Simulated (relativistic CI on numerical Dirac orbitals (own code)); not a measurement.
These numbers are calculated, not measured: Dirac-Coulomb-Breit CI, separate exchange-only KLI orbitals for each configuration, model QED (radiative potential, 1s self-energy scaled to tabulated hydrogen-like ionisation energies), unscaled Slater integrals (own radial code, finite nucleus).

CI space (outside the closed core [Ne]): 3s²3p⁶3d⁹, 3s²3p⁵3d¹⁰, 3s3p⁶3d¹⁰, 3s²3p⁶3d⁸4s, 3s²3p⁶3d⁸4p, 3s²3p⁶3d⁸4d, 3s²3p⁶3d⁷4s², 3s²3p⁶3d⁸4f, 3s²3p⁶3d⁷4s4p, 3s²3p⁵3d⁹4s, 3s²3p⁴3d¹⁰4s, 3s²3p⁶3d⁸5s, 3s²3p⁶3d⁷4p², 3s²3p⁶3d⁸5p, 3s²3p⁵3d⁹4p, 3s²3p⁶3d⁷4s4d, 3s²3p⁴3d¹⁰4p, 3s²3p⁶3d⁸5d, 3s²3p⁶3d⁷4p4d, 3s²3p⁴3d¹⁰4d, 3s²3p⁶3d⁸5f, 3s3p⁵3d¹⁰4s, 3s²3p⁵3d⁹4d, 3s²3p⁶3d⁸5g, 3s²3p⁵3d⁸4s², 3s3p⁶3d⁹4s, 3s²3p⁶3d⁸6s, 3s²3p⁶3d⁷4d², 3s²3p⁶3d⁸6p, 3s3p⁵3d¹⁰4p, 3s²3p⁵3d⁸4s4p, 3s²3p⁶3d⁸6d, 3s3p⁶3d⁹4p, 3s²3p⁵3d⁹4f, 3s²3p⁵3d⁸4p², 3s3p⁵3d¹⁰4d. Levels of other configurations are missing.

At this charge energies of transitions that change n are usually good to better than 1 %, and those within a shell (Δn = 0) to a few per cent.

Outline of the computed level scheme of Ru XVIII. Lowest level of each configuration: 3s²3p⁶3d⁹ ²D5/2 at 0.000 eV; 3s²3p⁵3d¹⁰ ²P°3/2 at 180.891 eV; 3s²3p⁶3d⁸4s ⁴F9/2 at 281.201 eV; 3s3p⁶3d¹⁰ ²S1/2 at 303.963 eV; 3s²3p⁶3d⁸4p ⁴D°7/2 at 315.113 eV.

Some strong electric-dipole decays among the lowest 45 levels: 3s²3p⁵3d¹⁰ ²P°1/2 → 3s²3p⁶3d⁹ ²D3/2 (6.0e+11 s⁻¹); 3s²3p⁶3d⁸4p ²P°3/2 → 3s²3p⁶3d⁹ ²D5/2 (4.3e+11 s⁻¹); 3s²3p⁵3d¹⁰ ²P°3/2 → 3s²3p⁶3d⁹ ²D5/2 (4.2e+11 s⁻¹); 3s²3p⁶3d⁸4p ²F°5/2 → 3s²3p⁶3d⁹ ²D5/2 (2.6e+11 s⁻¹); 3s²3p⁶3d⁸4p ²D°5/2 → 3s²3p⁶3d⁹ ²D5/2 (2.1e+11 s⁻¹); 3s²3p⁶3d⁸4p ²D°5/2 → 3s²3p⁶3d⁹ ²D5/2 (2.0e+11 s⁻¹); 3s²3p⁶3d⁸4p ²D°5/2 → 3s²3p⁶3d⁹ ²D5/2 (1.3e+11 s⁻¹); 3s3p⁶3d¹⁰ ²S1/2 → 3s²3p⁵3d¹⁰ ²P°3/2 (1.2e+11 s⁻¹).

LS names give the leading component of a level, which can be under half, so a name can repeat, a term be missing and a line seem to break the LS rules.
